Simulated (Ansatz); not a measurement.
```xyz
11

N     1.065   -1.139    1.043
Si   -0.160   -0.167    0.399
O    -1.261    0.067    1.578
O     0.176    1.312   -0.270
C    -0.238    1.055   -1.601
S    -0.740   -0.726   -1.561
H     1.354   -1.070    2.005
H     1.783   -1.523    0.452
H    -1.476   -0.687    2.130
H    -1.089    1.681   -1.873
H     0.586    1.198   -2.301
```

The species carries charge 0 and has multiplicity 1.

(1) List the r2SCAN/def2-TZVPP orbital energies in eV (Ansatz). (Estimate.)

Results:

(1) Computed: Occupied: -2408.67, -1792.36, -516.01, -515.81, -385.16, -275.41, -213.12, -157.20, -157.10, -156.99, -142.56, -97.47, -97.43, -97.40, -27.24, -26.58, -22.57, -19.41, -16.63, -14.06, -12.97, -12.48, -11.92, -11.74, -11.28, -9.48, -8.93, -8.20, -7.62, -7.32, -6.82, -6.09. Lowest empty: -0.37, 0.35, 0.98, 1.41, 2.01, 2.40, 2.91, 3.07.
